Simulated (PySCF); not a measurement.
Species: C₆H₁₀N₄Si.
Atom-mapped SMILES: `[CH3:1][Si:2]([CH3:3])([CH3:4])[n:5]1[n:6][cH:7][c:8]([C:9]#[N:10])[n:11]1`

NICS = −σ at a ghost point: NICS(0) at the centroid of the ring atoms, NICS(1) 1 Å to either side along the normal of their mean plane, zz for the tensor component along that normal. Level: GIAO PBE0/pcSseg-1 (PySCF, non-relativistic, gas phase) on the GFN2-xTB geometry, one conformer.

Ring bond lengths (Å), with Mayer bond orders in brackets: N5–N6 1.322 (1.22), N6–C7 1.315 (1.55), C7–C8 1.415 (1.24), C8–N11 1.331 (1.42), N11–N5 1.309 (1.26).

**Question.** What do the NICS probes read (ppm)?

**Answer.** 
```json
{"ring": "N5–N6–C7–C8–N11", "type": "5-membered ring with 3 N; formal bonds all aromatic", "NICS(0)": "-13.8", "NICS(1), two faces": "-13.8 / -13.8", "NICS(1)zz, two faces": "-33.7 / -33.5", "rms pucker (Å)": "0.00", "centre to ring atoms, mean (Å)": "1.14"}
```

**Question.** What do they say, and how far can they be read as aromaticity?

**Answer.** 
- N5–N6–C7–C8–N11: mean NICS(1)zz -33.6 ppm, shielded. The ring is flat and has no four-coordinate atom; by the NICS criterion it is aromatic.

**Question.** And the bond-length index? HOMA takes Krygowski's 1993 parameters.

**Answer.** 
- N5–N6–C7–C8–N11: HOMA 0.95; the largest term is that of C7–C8, α(R − Ropt)² = 0.18. The geometric and the magnetic index point the same way.

**Question.** List the ring angles and the Hirshfeld charges of the ring atoms.

**Answer.** 
- N5–N6–C7–C8–N11: N5 113.9° (+0.014 e), N6 105.8° (-0.116 e), C7 107.5° (-0.009 e), C8 107.3° (+0.023 e), N11 105.5° (-0.100 e); sum 540.0° against 540° for a flat convex ring.

**Question.** How shielded are the nuclei of the rings and their hydrogens (means over atoms taken as equivalent)?

**Answer.** 
```csv
atoms,environment,σ isotropic (ppm)
N5,pyrrole-type nitrogen,-30.1
N6,pyridine-type nitrogen,-107.2
C7,aromatic CH next to a ring nitrogen,38.6
C8,substituted aromatic carbon,58.6
N11,pyridine-type nitrogen,-124.2
H on C7,aromatic hydrogen,23.52
```

The values belong to the conformer `[CH3:1][Si:2]([CH3:3])([CH3:4])[n:5]1[n:6][cH:7][c:8]([C:9]#[N:10])[n:11]1`: C1–Si2–N5–N6 174°.
